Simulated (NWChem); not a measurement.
# C2H7AlO; SMILES [CH3][Al]([CH3])[OH]

```xyz
11

Al    -0.0034     0.0062     0.0708
C     -1.6928    -0.1181    -0.8943
H     -2.5481    -0.2060    -0.2066
H     -1.7106    -0.9894    -1.5709
H     -1.8599     0.7698    -1.5279
C      1.7392     0.1157    -0.8170
H      1.9257    -0.7906    -1.4193
H      2.5879     0.2316    -0.1245
H      1.7672     0.9639    -1.5226
O     -0.1310     0.0124     1.7791
H      0.6045     0.0712     2.3904
```
Atoms are numbered in this order, from 1.

Level: PBE0/def2-SVP (NWChem), optimised geometry, unscaled harmonic frequencies. 

| frequency (cm⁻¹) | IR intensity (km/mol) |
|---|---|
| 10 | 0.1 |
| 41 | 0.1 |
| 165 | 2.4 |
| 201 | 8.8 |
| 217 | 14.3 |
| 394 | 125.4 |
| 545 | 103.6 |
| 552 | 27.4 |
| 581 | 9.0 |
| 614 | 27.6 |
| 685 | 96.2 |
| 712 | 23.8 |
| 731 | 193.4 |
| 879 | 150.2 |
| 1210 | 33.9 |
| 1211 | 35.7 |
| 1419 | 0.1 |
| 1420 | 0.1 |
| 1425 | 2.3 |
| 1430 | 6.2 |
| 3041 | 3.5 |
| 3046 | 2.3 |
| 3132 | 3.6 |
| 3136 | 6.6 |
| 3153 | 8.1 |
| 3162 | 4.0 |
| 3984 | 78.8 |

The zero-point energy is 53.0 kcal/mol, the thermal correction to the enthalpy at 298.15 K (with zero-point energy) is 58.5 kcal/mol and the heat capacity Cv comes out as 25.1 cal/(mol K). The entropy at 298.15 K and 1 atm (symmetry number 1) comes out as 88.7 cal/(mol K). The dipole moment comes out as 1.33 D.

Rigid rotor and harmonic oscillator; modes under 100 cm⁻¹ make the entropy uncertain.
